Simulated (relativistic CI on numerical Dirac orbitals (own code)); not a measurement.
Input to a radial Dirac CI calculation:

```
atom Tb  Z=65  charge=0  electrons=65
nucleus A=159  rms_radius_fm=5.0600
hamiltonian dirac-coulomb  breit=on  qed=on  c_scale=1
orbitals kli  potential=per-configuration
slater_scale 0.85
correlation p86
mixing on
configurations
  [Xe] 4f9 6s2
end
```

(1) How did the run end?

## Answers

(1) The self-consistent field of one configuration failed: Fail('SCF of 1s2 2s2 2p6 3s2 3p6 3d10 4s2 4p6 4d10 4f10 5s2 5p6 7s ended with code -2').
